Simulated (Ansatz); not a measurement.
Cs2H2⁻. The state is a doublet with charge -1. Geometry PBE0-D4/def2-TZVP, that of the neutral singlet; atoms count from 1.

Cartesian coordinates in Å:
```
Cs 0.955 1.186 1.476
Cs -0.955 -1.185 -1.477
H 0.901 -1.368 0.516
H -0.901 1.367 -0.515
```

In the def2 sets Cs takes a core potential; there is no spin–orbit coupling. The highest occupied level of the charge -1 doublet lies above zero (up to 0.57 eV). Energy differences disagree on whether the electron is bound (positive means bound): 0.38 eV (vertical, against the charge 0 singlet, at PBE0-D4/def2-TZVPD), but -0.18 eV at CCSD/def2-TZVPD. The structure comes from a short search, and lower isomers may exist.

Question: Estimate the Mulliken populations from the PBE0/def2-TZVPD orbitals of Ansatz.

Answer: 
```json
{"atom": "Cs1", "charge (e)": "0.11", "spin (α − β)": "0.51"}
{"atom": "Cs2", "charge (e)": "0.11", "spin (α − β)": "0.50"}
{"atom": "H3", "charge (e)": "-0.61", "spin (α − β)": "-0.01"}
{"atom": "H4", "charge (e)": "-0.61", "spin (α − β)": "-0.01"}
```
Mulliken values depend strongly on the basis. With diffuse functions, as here, like atoms can get unlike values, and bond orders can come out too low or too high.

Question: Where does the spin sit?

Answer: Summed by element: Cs 1.01, H -0.01, of 1 unpaired in all. Largest on single atoms: Cs1 0.51, Cs2 0.50, H3 -0.01.
